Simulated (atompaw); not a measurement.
## Ranking PAW (atompaw) potentials for Ga (Z = 31)

All share these settings but for the change named:

* Element: Ga (Z = 31)
* Generator: atompaw 4.2.0.5
* Type: PAW
* Functional: PBEsol
* Relativity: scalar-relativistic
* Frozen core: [Ar]
* Valence charge: 13
* Reference configuration: 3d10 4s2 4p1
* Partial waves: 4s (bound): rc 1.60 bohr; 4s channel at 1.25 Ry: rc 1.60 bohr; 4p (bound): rc 2.70 bohr; 4p channel at 0.95 Ry: rc 2.70 bohr; 3d (bound): rc 1.30 bohr; 3d channel at 0.7 Ry: rc 1.30 bohr
* Local potential: bessel scheme, radius 2.25 bohr
* Core correction: smooth core density matched at 2.50 bohr
* Augmentation charge: besselshape compensation charge, radius 2.55 bohr; PAW radius 2.70 bohr; waves and projectors: custom polynom vanderbiltortho

Cutoff: the first of the cutoffs (Ry, on a coarse ladder) from which the occupation-weighted sum of valence levels, in a spherical-Bessel basis at the reference potential, stays within 10 and 1 mRy of its value at 400 Ry; the density cutoff is not measured.

The base gives 90 Ry.

Of 12 variants that were run, those that failed, showed a ghost or another fault, or gave nearly equal values are left out.

A variant can come out equal or close to the base.

**Question.** Rank these variants from softest to hardest (loose cutoff).
A. wave 4s (bound): rc 1.60 bohr becomes 4s (bound): rc 2.64 bohr
B. core [Ar] 3d10, valence charge 3; reference 4s2 4p0; waves now 4s (bound): rc 2.25 bohr; 4s channel at 2.3 Ry: rc 2.15 bohr; 4p (bound): rc 2.25 bohr; 4p channel at 1.35 Ry: rc 2.25 bohr; local potential bessel scheme, radius 1.80 bohr; core correction smooth core density matched at 1.90 bohr; augmentation besselshape compensation charge, radius 1.80 bohr; PAW radius 2.25 bohr; waves and projectors: custom polynom vanderbiltortho
C. waves 4s (bound); 4s channel at 1.25 Ry; 4p (bound); 4p channel at 0.95 Ry; 3d (bound); 3d channel at 0.7 Ry; augmentation besselshape compensation charge, radius 2.55 bohr; PAW radius 2.70 bohr; waves and projectors: bloechl

**Answer.** B (6 Ry), C (30 Ry), A (90 Ry).
